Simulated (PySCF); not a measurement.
Krypton: a sound run and one with changed settings

Sound run: Kr [Kr], Kr+ [Ar] 3d10 4s2 4p5. All numbers are calculated (PySCF 2.14, the spin-free X2C one-electron Hamiltonian (Gaussian nucleus), in jorge-DZP-DKH (8s6p2d1f, 43 functions)). In the sound run the correlated levels freeze [Ar] 3d10. The sound run starts from symmetry-adapted Hartree-Fock orbitals and uses a fine grid where one is needed.

Changed run: no relativity, point nucleus. This setting is unsound on purpose.

```
species   method  sound run (hartree)  changed run (hartree)  converged
     Kr      UHF          -2788.01286            -2743.56817        yes
     Kr     MN15          -2791.74877            -2746.14340        yes
     Kr      LDA          -2785.99179            -2741.68890        yes
     Kr      MP2          -2788.06407            -2743.61876        yes
     Kr  CCSD(T)          -2788.07072            -2743.62540        yes
    Kr+      UHF          -2787.52729            -2743.07947        yes
    Kr+     MN15          -2791.23482            -2745.62608        yes
    Kr+      LDA          -2785.46468            -2741.15930        yes
    Kr+      MP2          -2787.57020            -2743.12194        yes
    Kr+  CCSD(T)          -2787.57673            -2743.12848        yes
```

Ionisation energy of Kr:

```
 method  sound run (eV)  changed run (eV)
    UHF          13.213            13.298
   MN15          13.985            14.077
    LDA          14.343            14.411
    MP2          13.439            13.519
SCS-MP2          13.418            13.500
   CCSD          13.439            13.519
CCSD(T)          13.442            13.522
```

Most of the change in total energy is the relativistic energy itself. On top of that the contraction fixes the core shape for the Hamiltonian it was made with, so the changed run is not a good calculation with the other Hamiltonian either.

For comparison, NIST gives 14.000 eV between the lowest levels.
